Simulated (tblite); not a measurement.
Question: Give a GFN2-xTB geometry of `Fc1c[c]cc(Cl)c1` [radical]. (Doublet state.)

Answer: 
Z-matrix in Å and degrees, rows numbered from 1:
```
F 
C   1  1.3447
C   2  1.3924  1  118.99
C   3  1.3624  2  115.60  1  -179.96
C   4  1.3608  3  126.29  2    -0.03
C   5  1.3973  4  116.32  3    -0.02
Cl  6  1.7246  5  119.38  4  -179.95
C   2  1.3837  1  119.10  3   180.00
H   3  1.0777  2  120.49  1     0.04
H   5  1.0773  4  123.07  3   179.96
H   8  1.0780  2  119.83  1     0.02
```

C6 (carbon bonded to 2 C and Cl) is planar (angles 120.9°, 119.7° and 119.4°, sum 360.0°, 0.00 Å off the plane of its three neighbours). The 8 heavy atoms lie in one plane (0.000 Å rms). The 6 C–C bonds span 1.361 Å (C4–C5, aromatic) to 1.397 Å (C5–C6, aromatic), a spread of 0.036 Å. C8 (carbon bonded to 2 C and H) is planar (angles 121.2°, 119.8° and 119.0°, sum 360.0°, 0.00 Å off the plane of its three neighbours).

The geometry is computed with GFN2-xTB (gas phase). This method treats the open shell by occupation alone, without spin polarisation.

Point group: Cs (tolerance 0.08 Å). Its GFN2-xTB frequencies are all real (lowest 166 cm⁻¹).
